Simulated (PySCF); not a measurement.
Radial density of Sc⁺ (scandium, charge +1)

B3LYP, [Ar] 3d1 4s1, high-spin 3D determinant. All numbers are calculated (PySCF 2.14, the non-relativistic Hamiltonian (point nucleus), in 6-31G*).

```json
{"r (bohr)": "0.00136", "4πr²ρ (e/bohr)": "0.1335", "4πr²(ρα − ρβ)": "0.0000"}
{"r (bohr)": "0.00229", "4πr²ρ (e/bohr)": "0.3688", "4πr²(ρα − ρβ)": "0.0001"}
{"r (bohr)": "0.00385", "4πr²ρ (e/bohr)": "0.9841", "4πr²(ρα − ρβ)": "0.0004"}
{"r (bohr)": "0.00648", "4πr²ρ (e/bohr)": "2.480", "4πr²(ρα − ρβ)": "0.0009"}
{"r (bohr)": "0.0109", "4πr²ρ (e/bohr)": "5.847", "4πr²(ρα − ρβ)": "0.0021"}
{"r (bohr)": "0.0183", "4πr²ρ (e/bohr)": "12.11", "4πr²(ρα − ρβ)": "0.0043"}
{"r (bohr)": "0.0308", "4πr²ρ (e/bohr)": "20.46", "4πr²(ρα − ρβ)": "0.0068"}
{"r (bohr)": "0.0519", "4πr²ρ (e/bohr)": "24.73", "4πr²(ρα − ρβ)": "0.0058"}
{"r (bohr)": "0.0873", "4πr²ρ (e/bohr)": "20.15", "4πr²(ρα − ρβ)": "0.0003"}
{"r (bohr)": "0.147", "4πr²ρ (e/bohr)": "19.77", "4πr²(ρα − ρβ)": "0.0095"}
{"r (bohr)": "0.247", "4πr²ρ (e/bohr)": "26.26", "4πr²(ρα − ρβ)": "0.0466"}
{"r (bohr)": "0.415", "4πr²ρ (e/bohr)": "13.59", "4πr²(ρα − ρβ)": "0.1415"}
{"r (bohr)": "0.698", "4πr²ρ (e/bohr)": "7.314", "4πr²(ρα − ρβ)": "0.4653"}
{"r (bohr)": "1.17", "4πr²ρ (e/bohr)": "7.682", "4πr²(ρα − ρβ)": "0.5724"}
{"r (bohr)": "1.98", "4πr²ρ (e/bohr)": "1.735", "4πr²(ρα − ρβ)": "0.4887"}
{"r (bohr)": "3.32", "4πr²ρ (e/bohr)": "0.4703", "4πr²(ρα − ρβ)": "0.4457"}
{"r (bohr)": "5.59", "4πr²ρ (e/bohr)": "0.05968", "4πr²(ρα − ρβ)": "0.0597"}
{"r (bohr)": "9.40", "4πr²ρ (e/bohr)": "0.0001960", "4πr²(ρα − ρβ)": "0.0002"}
```
